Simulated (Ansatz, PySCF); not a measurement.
PySCF was given this input:
```python
from pyscf import gto, scf, dft

mol = gto.Mole()
mol.atom = '''
    Cl    0.00000000    0.00000000    0.00000000
'''
mol.basis = 'def2-tzvp'
mol.spin = 1
mol.verbose = 4
mol.build()

mf = dft.UKS(mol)
mf.xc = 'bhandhlyp'
mf.grids.atom_grid = (99, 590)
mf.grids.prune = None
mf.kernel()
```

Q: Write the same job for Ansatz (an electronic-structure program).

A: One answer among several that fit: 
Ansatz 0.2 input:
```yaml
crystal:
  periodic: [false, false, false]
  atoms:
    - {symbol: Cl, position_ang: [0.00000000, 0.00000000, 0.00000000]}
basis:
  gaussian:
    orbitals: def2-TZVP
hamiltonian:
  xc: {name: BHLYP}
magnetization: {spin_polarized: true, initial_magnetization: 1}
accuracy: high
```

Both were run: PySCF gave -460.156091 Eh and Ansatz -460.156091 Eh, 0.000 mEh apart.
